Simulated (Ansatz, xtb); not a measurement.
Two isomers of CH5AlSe

Structure I is `C[Se][AlH2]`, a singlet and structure II is `[CH3][AlH][SeH]`, a singlet. Both are isolated molecules in the gas phase, relaxed with PBE0-D3(BJ)/def2-SVP; the shapes shown needn't be the lowest conformers.

I (Å):

```xyz
8

C    -0.7328    0.2169   -0.3870
Al    1.7250    1.9912    0.8368
Se    0.6065    1.4615   -1.1029
H    -1.7300    0.6164   -0.6104
H    -0.6202    0.0930    0.6977
H    -0.6037   -0.7528   -0.8837
H     2.9354    3.0079    0.7233
H     1.2296    1.3137    2.1859
```

II (Å):

```yaml
atoms:
  - { symbol: C, position_ang: [-1.1697, -1.0568, 0.3415] }
  - { symbol: Al, position_ang: [0.4994, -0.0640, 0.5294] }
  - { symbol: Se, position_ang: [1.2353, 1.4148, -1.1005] }
  - { symbol: H, position_ang: [0.0721, 1.1661, -1.9675] }
  - { symbol: H, position_ang: [-1.8630, -0.8001, 1.1606] }
  - { symbol: H, position_ang: [1.4644, -0.1842, 1.7836] }
  - { symbol: H, position_ang: [-1.6872, -0.8663, -0.6110] }
  - { symbol: H, position_ang: [-0.9840, -2.1417, 0.4166] }
```

Quicker runs give these differences E(II) − E(I): GFN2-xTB +5.3 kJ/mol; HF/STO-3G −77.0 kJ/mol (at GFN2-xTB geometries); r2SCAN-D4/def2-SVP −102.3 kJ/mol (at GFN2-xTB geometries).

Q: Estimate E(II) − E(I) at the level CCSD(T)/def2-TZVP.

A: Calculated at CCSD(T)/def2-TZVP: E(II) − E(I) = −53.6 kJ/mol, so structure II lies lower.

Level by level:

| level | geometry | E(II) − E(I) (kJ/mol) | departure from the last row (kJ/mol) | job, with rough time for the two |
| --- | --- | --- | --- | --- |
| GFN2-xTB | GFN2-xTB | +5.3 | +58.9 | optimisation, 1.9 s |
| HF/STO-3G | GFN2-xTB | −77.0 | −23.4 | single point, 1.6 s |
| r2SCAN-D4/def2-SVP | GFN2-xTB | −102.3 | −48.7 | single point, 8.2 s |
| PBE0-D3(BJ)/def2-SVP | PBE0-D3(BJ)/def2-SVP | −59.1 | −5.5 | optimisation, 6.7 min |
| HF/def2-TZVP | PBE0-D3(BJ)/def2-SVP | −54.2 | −0.7 | part of the CCSD(T) run |
| MP2/def2-TZVP | PBE0-D3(BJ)/def2-SVP | −53.9 | −0.3 | part of the CCSD(T) run |
| CCSD(T)/def2-TZVP | PBE0-D3(BJ)/def2-SVP | −53.6 |  | single point, 2 min |

As drawn, II has 1 C–Al, 1 Se–H in place of 1 C–Se, 1 Al–H.

GFN2-xTB puts the two in the other order. The largest departure from CCSD(T)/def2-TZVP is that of GFN2-xTB, 58.9 kJ/mol.

With harmonic frequencies from PBE0-D3(BJ)/def2-SVP (ideal gas, rigid rotor, one conformer each, 298.15 K, 1 atm): on the last row, ΔE + ΔZPE = −56.2 kJ/mol. A mode under 50 cm⁻¹ makes harmonic enthalpies and free energies unreliable, so none is given.

The correlated steps freeze 15 core orbitals; the filled d shell of Se is correlated, in a basis made for valence electrons. Codes used: Ansatz 0.2.0, xtb 6.7.1; the last row on 2 threads of AMD EPYC (Zen 3) on a shared host.
